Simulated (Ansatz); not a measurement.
CH$_{7}$AlGeO (`C[O][AlH][GeH3]`), relaxed with RKS PBE-D4/def2-SVP in the Gaussian-basis code of Ansatz from a rough embedded geometry. The force threshold is 0.03 eV/Å; the program also tests the step.

Charge 0, multiplicity 1.

Start:

```xyz
11

C     0.125   -2.084   -0.002
O    -0.576   -1.316    0.893
Al   -1.015    0.262    0.056
Ge    0.431    2.183    0.059
H    -0.401   -2.387   -0.887
H     0.457   -3.069    0.541
H     1.113   -1.616   -0.294
H    -2.412    0.344   -0.835
H    -0.176    3.315   -0.676
H     0.635    2.595    1.610
H     1.819    1.773   -0.466
```

(1) How much energy does the relaxation release, and in how many steps? (Estimate.)

(2) Which bonds change most? (Best estimate.)

(3) Give the relaxed structure. (Estimate.)

## Answers

(1) Computed: 18.13 kcal/mol, in 14 steps.

(2) Ansatz gave: O2–Al3 from 1.839 to 1.717 Å; Al3–Ge4 from 2.405 to 2.484 Å; Ge4–H9 from 1.480 to 1.556 Å; Al3–H8 from 1.658 to 1.594 Å.

(3) Ansatz gave: 
```xyz
11

C     0.273   -2.092   -0.088
O    -0.905   -1.331   -0.088
Al   -1.336    0.330   -0.030
Ge    0.448    2.053    0.100
H     0.320   -2.735   -0.995
H     0.301   -2.768    0.796
H     1.199   -1.469   -0.067
H    -2.907    0.596   -0.056
H     0.124    3.308   -0.761
H     0.644    2.571    1.556
H     1.839    1.537   -0.368
```
